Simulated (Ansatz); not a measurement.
Molecule: NiO, net charge 0, triplet state. The spin state was set by rule; other spins were not relaxed. SMILES: [Ni]=[O]
Coordinates optimised at B3LYP-D3(BJ)/def2-TZVP (Ansatz, an electronic-structure program):
```
Ni
O 1 1.6256
```
Charge 0, spin multiplicity 3.

Property: atomisation energy (electronic, to ground-state atoms), in kJ/mol. Correlated levels leave the core frozen unless marked. Open shells are spin-unrestricted. No spin-orbit coupling. Frozen are the shells of the preceding noble gas and the d and f shells that filled before the atom's block. No relativistic terms. FCI takes restricted orbitals.  The program attaches cautions to a run behind CCSD(T)/def2-SVP: large difference.

| level | program | atomisation energy (kJ/mol) |
|---|---|---|
| RI-HF/def2-TZVPP | Ansatz | 6.6 |
| revPBE-D4/def2-TZVPD | Ansatz + dftd4 | 441.1 |
| r2SCAN/def2-TZVPD | Ansatz | 413.9 |
| PBE0-D4/def2-TZVP | Ansatz + dftd4 | 327.8 |
| r2SCANh-D4/def2-TZVPD | Ansatz + dftd4 | 367.4 |
| r2SCAN0/def2-TZVPD | Ansatz | 293.9 |
| HSE06-D4/def2-TZVPD | Ansatz + dftd4 | 333.3 |
| CAM-B3LYP-D4/def2-TZVPD | Ansatz + dftd4 | 341.0 |
| LC-wPBE/def2-TZVPD | Ansatz | 354.6 |
| wB97X-V/def2-TZVPD | Ansatz | 345.4 |
| B2PLYP/def2-TZVPD | Ansatz | 358.6 |
| RPA@PBE/def2-QZVPP | Ansatz | 326.9 |
| CCSD(T)/def2-SVP | Ansatz | 254.8 |
| FCI/STO-3G | Ansatz | 405.4 |

The UHF reference is spin-contaminated (<S^2> 0.25 over the pure value in the largest basis). The Hartree-Fock reference is unstable (checked in the largest basis), which strains HF and MP2. The T1 diagnostic of CCSD in the largest basis is 0.092, which is high, so the coupled-cluster rows are less sure than usual.
